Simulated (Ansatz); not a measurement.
Steps of a relaxation of C$_{4}$H$_{10}$Ge, SMILES `C[CH2][Ge][CH2]C` with RKS PBE-D4/def2-SVP.

```sh
$ ansatz run in.yaml --threads 2 --pin off --events-out ev --progress --plain --max-ram 32768MiB --backend cpu
```

```yaml
crystal:
  periodic: [false, false, false]
  atoms:
    - {symbol: C, position_ang: [-0.486800, 0.435500, 1.959000]}
    - {symbol: C, position_ang: [0.858100, 0.490900, 1.343500]}
    - {symbol: Ge, position_ang: [1.118400, -1.087800, 0.227300]}
    - {symbol: C, position_ang: [-0.087100, -1.164600, -1.203700]}
    - {symbol: C, position_ang: [-0.073100, 0.056200, -2.097400]}
    - {symbol: H, position_ang: [-0.678300, -0.415500, 2.563700]}
    - {symbol: H, position_ang: [-0.643000, 1.376000, 2.596500]}
    - {symbol: H, position_ang: [-1.262500, 0.521900, 1.136900]}
    - {symbol: H, position_ang: [1.621800, 0.524600, 2.199400]}
    - {symbol: H, position_ang: [0.993700, 1.403500, 0.742900]}
    - {symbol: H, position_ang: [0.026500, -2.080200, -1.790700]}
    - {symbol: H, position_ang: [-1.159200, -1.246000, -0.745700]}
    - {symbol: H, position_ang: [0.894400, 0.183400, -2.528500]}
    - {symbol: H, position_ang: [-0.835200, -0.006100, -2.891000]}
    - {symbol: H, position_ang: [-0.309700, 0.957500, -1.482900]}
basis:
  gaussian: {orbitals: def2-SVP}
hamiltonian: {xc: pbe, dispersion: d4}
relax: {f_tol: 0.03, max_steps: 200}
```

Positions (Å) and forces (eV/Å) along the path, 9 of 17 steps:

```xyz
15
step=1 energy=-60803.0115 eV
C    -0.487    0.435    1.959   -1.753    3.067   -0.739
C     0.858    0.491    1.343    1.367    0.489    0.628
Ge    1.118   -1.088    0.227    2.914   -2.112    1.642
C    -0.087   -1.165   -1.204   -3.343    0.560   -0.441
C    -0.073    0.056   -2.097   -1.339    0.465    0.722
H    -0.678   -0.415    2.564   -0.338   -1.426    0.922
H    -0.643    1.376    2.596   -0.096   -0.938   -0.284
H    -1.262    0.522    1.137    0.126   -0.259    0.675
H     1.622    0.525    2.199   -0.316   -0.194   -1.122
H     0.994    1.403    0.743    0.014    0.448   -0.097
H     0.026   -2.080   -1.791    0.283   -0.512   -0.087
H    -1.159   -1.246   -0.746    1.132   -0.035   -0.389
H     0.894    0.183   -2.529    1.284    0.369   -0.818
H    -0.835   -0.006   -2.891   -0.027    0.067   -0.322
H    -0.310    0.958   -1.483    0.092    0.013   -0.289
15
step=4 energy=-60803.7760 eV
C    -0.543    0.473    1.841    0.002   -0.049    0.026
C     0.884    0.438    1.270    0.007    0.037   -0.013
Ge    1.311   -1.312    0.327   -0.037    0.043    0.008
C    -0.101   -1.163   -1.124    0.043    0.016   -0.116
C    -0.094    0.128   -1.961    0.009   -0.074    0.028
H    -0.749   -0.392    2.512    0.013    0.036   -0.038
H    -0.730    1.386    2.446    0.013    0.014   -0.007
H    -1.313    0.450    1.041    0.016    0.004   -0.003
H     1.632    0.577    2.079   -0.019    0.008    0.001
H     1.035    1.280    0.552    0.000   -0.066    0.039
H    -0.002   -2.056   -1.780   -0.009    0.043    0.019
H    -1.080   -1.279   -0.602   -0.008   -0.009    0.019
H     0.880    0.283   -2.475   -0.031    0.000    0.028
H    -0.871    0.109   -2.756    0.005    0.013    0.018
H    -0.281    1.028   -1.340   -0.005   -0.016   -0.009
15
step=7 energy=-60803.7832 eV
C    -0.540    0.521    1.779    0.034    0.001   -0.019
C     0.910    0.405    1.279   -0.027   -0.007    0.016
Ge    1.322   -1.346    0.338   -0.022   -0.012   -0.006
C    -0.069   -1.192   -1.133    0.019    0.038   -0.004
C    -0.153    0.134   -1.900    0.003   -0.010    0.014
H    -0.822   -0.328    2.439    0.000    0.012   -0.003
H    -0.700    1.447    2.371   -0.003   -0.001    0.000
H    -1.269    0.538    0.943    0.005   -0.006    0.001
H     1.622    0.511    2.125    0.004    0.001   -0.004
H     1.145    1.230    0.567   -0.007    0.007    0.004
H     0.088   -2.042   -1.831   -0.004   -0.003    0.006
H    -1.037   -1.407   -0.615    0.013   -0.001   -0.012
H     0.811    0.387   -2.392   -0.019   -0.002    0.007
H    -0.920    0.104   -2.703   -0.001   -0.002    0.000
H    -0.411    0.986   -1.237    0.006   -0.013    0.000
15
step=9 energy=-60803.7845 eV
C    -0.537    0.540    1.761   -0.007   -0.003    0.011
C     0.915    0.387    1.285    0.012    0.020   -0.021
Ge    1.312   -1.371    0.350   -0.003   -0.017    0.017
C    -0.050   -1.200   -1.143    0.003    0.014   -0.012
C    -0.173    0.140   -1.877   -0.004   -0.004    0.001
H    -0.842   -0.283    2.442    0.005    0.003   -0.001
H    -0.692    1.487    2.322    0.002   -0.006   -0.005
H    -1.255    0.542    0.915   -0.004   -0.001    0.002
H     1.618    0.486    2.138   -0.004   -0.007    0.001
H     1.176    1.203    0.570   -0.003   -0.003    0.004
H     0.132   -2.031   -1.858    0.005    0.006    0.004
H    -1.015   -1.457   -0.637   -0.001   -0.003    0.002
H     0.780    0.429   -2.368    0.002   -0.003   -0.001
H    -0.944    0.109   -2.677   -0.002    0.002    0.000
H    -0.447    0.968   -1.193   -0.001    0.001   -0.003
15
step=10 energy=-60803.7848 eV
C    -0.536    0.550    1.757   -0.035   -0.013    0.032
C     0.912    0.375    1.278    0.072    0.030   -0.010
Ge    1.288   -1.403    0.372   -0.050    0.034    0.004
C    -0.038   -1.201   -1.150   -0.005   -0.035   -0.030
C    -0.179    0.148   -1.863    0.006   -0.001    0.010
H    -0.840   -0.250    2.469    0.014    0.021   -0.023
H    -0.687    1.516    2.288    0.010   -0.030   -0.019
H    -1.260    0.524    0.916    0.007    0.002    0.017
H     1.620    0.478    2.128   -0.015    0.008    0.010
H     1.179    1.179    0.551   -0.012   -0.023    0.016
H     0.167   -2.018   -1.876   -0.013    0.021    0.007
H    -1.005   -1.488   -0.662    0.025    0.002   -0.010
H     0.771    0.457   -2.349   -0.005   -0.007    0.010
H    -0.950    0.118   -2.663   -0.001    0.001    0.002
H    -0.465    0.963   -1.166    0.003   -0.012   -0.016
15
step=13 energy=-60803.7881 eV
C    -0.514    0.564    1.818   -0.015   -0.025   -0.013
C     0.908    0.399    1.247    0.023   -0.072   -0.043
Ge    1.091   -1.481    0.479   -0.083    0.153   -0.067
C    -0.044   -1.215   -1.192   -0.053   -0.080    0.084
C    -0.166    0.152   -1.868    0.030    0.033   -0.039
H    -0.752   -0.213    2.580    0.010    0.048   -0.051
H    -0.646    1.548    2.319   -0.006   -0.027   -0.010
H    -1.294    0.494    1.027    0.054    0.012    0.055
H     1.661    0.533    2.053   -0.026   -0.008   -0.040
H     1.112    1.169    0.468   -0.023   -0.052    0.055
H     0.257   -2.002   -1.923   -0.024    0.037    0.073
H    -1.046   -1.564   -0.813    0.140    0.041   -0.068
H     0.816    0.503   -2.259   -0.102   -0.023    0.042
H    -0.867    0.129   -2.735    0.059    0.009    0.067
H    -0.536    0.934   -1.171    0.017   -0.043   -0.047
15
step=15 energy=-60803.7913 eV
C    -0.511    0.568    1.815   -0.015   -0.018    0.004
C     0.909    0.396    1.246    0.018   -0.002   -0.035
Ge    1.085   -1.472    0.474    0.001    0.008    0.000
C    -0.044   -1.215   -1.189   -0.012   -0.019    0.030
C    -0.173    0.150   -1.868    0.019    0.002    0.015
H    -0.761   -0.217    2.563    0.002    0.020   -0.020
H    -0.636    1.544    2.331   -0.002   -0.010   -0.006
H    -1.286    0.517    1.020    0.011    0.010    0.027
H     1.664    0.522    2.049   -0.009    0.009   -0.008
H     1.114    1.166    0.469   -0.001   -0.011    0.028
H     0.265   -2.004   -1.911   -0.023    0.016    0.015
H    -1.039   -1.567   -0.809    0.030    0.006   -0.046
H     0.808    0.516   -2.238   -0.012   -0.004    0.001
H    -0.856    0.121   -2.745    0.002    0.000    0.009
H    -0.563    0.925   -1.177   -0.007   -0.007   -0.014
15
step=16 energy=-60803.7921 eV
C    -0.506    0.573    1.821   -0.002   -0.004   -0.005
C     0.909    0.398    1.239   -0.002    0.002   -0.011
Ge    1.062   -1.477    0.484    0.010   -0.008    0.009
C    -0.046   -1.219   -1.192   -0.027   -0.002    0.016
C    -0.173    0.147   -1.865    0.007    0.016   -0.003
H    -0.755   -0.216    2.564   -0.001   -0.001    0.001
H    -0.622    1.545    2.345    0.001    0.002    0.002
H    -1.287    0.534    1.033    0.000    0.002    0.004
H     1.670    0.526    2.037    0.002    0.000   -0.002
H     1.108    1.167    0.461    0.001   -0.001    0.003
H     0.278   -2.002   -1.914    0.005   -0.002    0.002
H    -1.045   -1.584   -0.838    0.013    0.003   -0.015
H     0.811    0.527   -2.211   -0.014   -0.002    0.003
H    -0.836    0.116   -2.757    0.005    0.002    0.007
H    -0.590    0.913   -1.179    0.001   -0.008   -0.012
15
step=17 energy=-60803.7923 eV
C    -0.501    0.578    1.826    0.007    0.006   -0.006
C     0.908    0.398    1.230    0.009   -0.004    0.029
Ge    1.037   -1.487    0.497   -0.015    0.025   -0.004
C    -0.049   -1.222   -1.192   -0.021   -0.029   -0.016
C    -0.175    0.147   -1.860   -0.001    0.016   -0.005
H    -0.748   -0.212    2.570   -0.001   -0.005    0.006
H    -0.606    1.549    2.356    0.002    0.001    0.000
H    -1.291    0.547    1.047    0.002   -0.004   -0.004
H     1.677    0.528    2.019   -0.002    0.006    0.005
H     1.101    1.161    0.446    0.000   -0.002   -0.007
H     0.300   -1.996   -1.911    0.000    0.000   -0.008
H    -1.054   -1.601   -0.869    0.018    0.005    0.000
H     0.813    0.542   -2.177   -0.013   -0.005    0.006
H    -0.813    0.113   -2.770    0.009   -0.001    0.011
H    -0.621    0.904   -1.182    0.008   -0.010   -0.007
```

Run time 52 s (2 threads of an AMD EPYC 7R13 on a shared host); peak host memory 0.23 GiB.
